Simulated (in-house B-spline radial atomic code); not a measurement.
Checks on a self-consistent run for Rb V (Rb4+), [Ar] 3d10 4s2 4p3. Method: Dirac-Hartree-Fock, average of configuration, Fermi nucleus of rms radius 4.2036 fm. Calculated with an all-electron radial atomic-structure program (B-spline basis).

```csv
orbital,q,ε (Eh),<1/r>,<r²>,small-component weight
1s1/2,2,-564.10725,37.8812,0.00218593,0.018065
2s1/2,2,-79.44635,8.53201,0.0370228,0.0036357
2p1/2,2,-71.96213,8.46653,0.0284735,0.0036036
2p3/2,4,-69.70945,8.15916,0.0298738,0.0035115
3s1/2,2,-14.47313,2.83726,0.294479,0.00090516
3p1/2,2,-11.72429,2.71592,0.302826,0.00084729
3p3/2,4,-11.37044,2.64538,0.314308,0.00082442
3d3/2,4,-6.58768,2.40985,0.326401,0.00070496
3d5/2,6,-6.52753,2.39097,0.330825,0.00069789
4s1/2,2,-3.17374,0.962736,2.13164,0.00016746
4p1/2,1,-2.49714,0.866645,2.59207,0.00014196
4p3/2,2,-2.45420,0.85134,2.66838,0.00013872
```

Electron-electron repulsion V_ee = 1088.3064 hartree.

Task: What total energy follows from the eigenvalues?

Result: The eigenvalues count the repulsion twice, so E = Σqε - V_ee = -1887.015 - 1088.306 = -2975.321 hartree; the run printed -2975.321.

Task: Does the Dirac virial theorem hold?

Result: For a point nucleus E = -2c²Σq·w, with w the small-component weight. Here Σq·w = 0.079219 and c = 137.0360, so the ratio E/(-2c²Σq·w) is 1.000018; the finite nucleus accounts for the departure from 1.

Task: What diamagnetic shielding (Lamb formula) and susceptibility (Langevin formula) do the radii give?

Result: σ = (α²/3)Σq<1/r> = 192.564/(3·137.036²) = 3418.1 ppm, and χ = -0.79199×10⁻⁶·Σq<r²> = -14.41×10⁻⁶ cm³/mol with Σq<r²> = 18.189 bohr². Both are non-relativistic formulas without the paramagnetism of open shells.
